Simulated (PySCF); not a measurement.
Molfile (atoms numbered from 1):
```
H13NSi6
     RDKit          3D

 20 20  0  0  0  0  0  0  0  0999 V2000
    2.3162    0.4377    1.1062 Si  0  0  0  0  0  4  0  0  0  0  0  0
    2.0826    0.0075   -0.5625 N   0  0  0  0  0  0  0  0  0  0  0  0
    0.6597    0.2120   -1.5661 Si  0  0  0  0  0  4  0  0  0  0  0  0
   -0.7971    1.8250   -0.6586 Si  0  0  0  0  0  4  0  0  0  0  0  0
   -1.9197    0.7181    1.0996 Si  0  0  0  0  0  4  0  0  0  0  0  0
   -1.3599   -1.5626    0.8339 Si  0  0  0  0  0  4  0  0  0  0  0  0
   -0.6831   -1.7208   -1.4141 Si  0  0  0  0  0  4  0  0  0  0  0  0
    1.1363    1.2645    1.5035 H   0  0  0  0  0  0  0  0  0  0  0  0
    2.3906   -0.7531    2.0099 H   0  0  0  0  0  0  0  0  0  0  0  0
    3.5677    1.2318    1.3083 H   0  0  0  0  0  0  0  0  0  0  0  0
    2.8078   -0.5762   -0.9742 H   0  0  0  0  0  0  0  0  0  0  0  0
    1.0759    0.5367   -2.9673 H   0  0  0  0  0  0  0  0  0  0  0  0
   -1.7889    2.1297   -1.7410 H   0  0  0  0  0  0  0  0  0  0  0  0
   -0.1318    3.0969   -0.2377 H   0  0  0  0  0  0  0  0  0  0  0  0
   -3.3999    0.8975    0.9621 H   0  0  0  0  0  0  0  0  0  0  0  0
   -1.4974    1.2385    2.4373 H   0  0  0  0  0  0  0  0  0  0  0  0
   -0.1867   -1.8807    1.7103 H   0  0  0  0  0  0  0  0  0  0  0  0
   -2.4916   -2.4700    1.2000 H   0  0  0  0  0  0  0  0  0  0  0  0
    0.0509   -2.9921   -1.7103 H   0  0  0  0  0  0  0  0  0  0  0  0
   -1.8919   -1.6350   -2.2968 H   0  0  0  0  0  0  0  0  0  0  0  0
  1  2  1  0
  2  3  1  0
  3  4  1  0
  4  5  1  0
  5  6  1  0
  6  7  1  0
  7  3  1  0
  1  8  1  0
  1  9  1  0
  1 10  1  0
  2 11  1  0
  3 12  1  0
  4 13  1  0
  4 14  1  0
  5 15  1  0
  5 16  1  0
  6 17  1  0
  6 18  1  0
  7 19  1  0
  7 20  1  0
M  END
```

Geometry: PBE0-D3(BJ)/def2-SVP; GIAO absolute shieldings from PySCF 2.14.0 with density-fitted response routines, gas phase, non-relativistic, averaged over equivalent atoms.

At KT3/pcSseg-1 (226 basis functions, 89 s wall time on 1 thread of an Arm Neoverse N1, shared host):
| atoms | σ (ppm) |
| --- | --- |
| Si3 | 388.4 |
| Si1 | 412.9 |
| Si5/Si6 | 471.4 |
| Si4/Si7 | 472.2 |
| N2 | 263.8 |
| H12 | 25.68 |
| H8/H9/H10 | 26.81 |
| H15/H18 | 27.71 |
| H16/H17 | 27.74 |
| H14/H19 | 27.77 |
| H13/H20 | 28.12 |
| H11 | 32.54 |

Q: Predict the values at PBE0/pcSseg-1 on the same geometry.

A: 
```json
{"atoms": "Si3", "σ at PBE0/pcSseg-1": "377.3", "change": "-11.1"}
{"atoms": "Si1", "σ at PBE0/pcSseg-1": "398.5", "change": "-14.4"}
{"atoms": "Si5/Si6", "σ at PBE0/pcSseg-1": "465.0", "change": "-6.4"}
{"atoms": "Si4/Si7", "σ at PBE0/pcSseg-1": "464.1", "change": "-8.1"}
{"atoms": "N2", "σ at PBE0/pcSseg-1": "271.6", "change": "+7.8"}
{"atoms": "H12", "σ at PBE0/pcSseg-1": "25.62", "change": "-0.06"}
{"atoms": "H8/H9/H10", "σ at PBE0/pcSseg-1": "26.70", "change": "-0.11"}
{"atoms": "H15/H18", "σ at PBE0/pcSseg-1": "27.56", "change": "-0.15"}
{"atoms": "H16/H17", "σ at PBE0/pcSseg-1": "27.60", "change": "-0.14"}
{"atoms": "H14/H19", "σ at PBE0/pcSseg-1": "27.62", "change": "-0.15"}
{"atoms": "H13/H20", "σ at PBE0/pcSseg-1": "28.01", "change": "-0.11"}
{"atoms": "H11", "σ at PBE0/pcSseg-1": "32.46", "change": "-0.08"}
```

The largest change is at Si1 (silicon bonded to N, 3 H). Cost: 226 basis functions, 99 s wall time on 1 thread of an Arm Neoverse N1, shared host.
